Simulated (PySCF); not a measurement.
# Correlation energy of Ar (argon, neutral)

[Ne] 3s2 3p5 3d1, one real determinant (an excited configuration). Computed with PySCF 2.14 in aug-cc-pCVTZ-DK with one added diffuse shell each of s, p, d, f type (9s8p6d4f, 91 functions), with the spin-free X2C one-electron Hamiltonian (Gaussian nucleus). Frozen: [Ne]; 8 electrons correlated.

```json
{"level": "CCSD", "correlation energy (mhartree)": "-207.12"}
{"level": "(T)", "correlation energy (mhartree)": "-6.67"}
{"level": "CCSD(T)", "correlation energy (mhartree)": "-213.79"}
```

Diagnostics: T1 = 0.012, D1 = 0.0438, largest double amplitude 0.035.

The real determinant used has ⟨L²⟩ near 8 against 12 for a pure F term, so it mixes terms. The outer electron is Rydberg-like, and this basis confines it to a smaller radius and binds it less than a complete one would.

Cost of the coupled-cluster step: roughly 60 core-seconds, for 8 correlated electrons.

The reference is one real determinant that mixes LS terms of this configuration.
